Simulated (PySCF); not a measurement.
## Deuteron quadrupole couplings in `C=N[Si@@H](Cl)C1=C(Cl)CC1`

Compound: C₅H₇Cl₂NSi.
Structure used (GFN2-xTB), in Å, numbered top down from 1:
```xyz
16
C5H7Cl2NSi angstrom
C      2.9704    1.2365   -0.4419
N      1.9969    1.0558    0.3159
Si     1.2003   -0.2946    1.0217
Cl     0.9536    0.2297    2.9516
C     -0.4670   -0.3311    0.1780
C     -0.8932   -0.2509   -1.0880
Cl    -0.0925   -0.0755   -2.5808
C     -2.3538   -0.3673   -0.7802
C     -1.8890   -0.4676    0.6938
H      3.2093    2.2475   -0.7624
H      3.6229    0.4454   -0.8204
H      1.8459   -1.6086    0.9867
H     -2.8452   -1.2541   -1.1760
H     -2.9484    0.5122   -1.0195
H     -2.1028   -1.4178    1.1776
H     -2.2149    0.3492    1.3327
```

Level: PBE0/pcSseg-1 (PySCF, non-relativistic); Q(2H) = 0.00286 b; rigid geometry, the same for H and D, with no vibrational averaging.

**Question.** Rank these positions by the coupling χzz of a deuteron there, largest first.
A. H11 (hydrogen on a C=N carbon)
B. H12 (Si–H hydrogen)
C. H13 (methylene hydrogen)

**Answer.** C (210 kHz), A (199 kHz), B (106 kHz).

**Question.** What are Vzz, η and χzz (234.96 MHz × Q × Vzz) at all hydrogens?

**Answer.** 
```json
{"atom": "H10", "bonded to": "C1", "bond length (Å)": "1.087", "Vzz (au)": "0.3079", "η": "0.01", "χzz (kHz)": "207"}
{"atom": "H11", "bonded to": "C1", "bond length (Å)": "1.093", "Vzz (au)": "0.2962", "η": "0.03", "χzz (kHz)": "199"}
{"atom": "H12", "bonded to": "Si3", "bond length (Å)": "1.465", "Vzz (au)": "0.1575", "η": "0.01", "χzz (kHz)": "106"}
{"atom": "H13", "bonded to": "C8", "bond length (Å)": "1.088", "Vzz (au)": "0.3123", "η": "0.00", "χzz (kHz)": "210"}
{"atom": "H14", "bonded to": "C8", "bond length (Å)": "1.088", "Vzz (au)": "0.3121", "η": "0.00", "χzz (kHz)": "210"}
{"atom": "H15", "bonded to": "C9", "bond length (Å)": "1.087", "Vzz (au)": "0.3139", "η": "0.00", "χzz (kHz)": "211"}
{"atom": "H16", "bonded to": "C9", "bond length (Å)": "1.087", "Vzz (au)": "0.3137", "η": "0.01", "χzz (kHz)": "211"}
```

**Question.** Average by the element that carries the hydrogen.

**Answer.** on C: 208 kHz over 6 positions, mean bond length 1.089 Å; on Si: 106 kHz over 1 position, mean bond length 1.465 Å.

**Question.** A static deuteron (I = 1) shows a doublet split by (3/2)χ, (3/4)χ(1 + η) and (3/4)χ(1 − η) with the field along z, y and x of the gradient. What are these for H15?

**Answer.** With |χ| = 210.9 kHz and η = 0.003: 316, 159 and 158 kHz, to first order and without motion.

One conformer (not necessarily the lowest) at the GFN2-xTB geometry, without solvent, vibrations or thermal averaging. GFN2-xTB bond lengths can be off by several hundredths of an ångström, more for odd bonds, and the gradients follow them. The small basis limits the accuracy of the gradients.

These values come from a run that also computed NMR shieldings. Hardware: one thread of an Intel Xeon at 2.50 GHz (shared host). Cost: 2.4 min wall, 1.8 min CPU, 0.93 GiB resident at most.
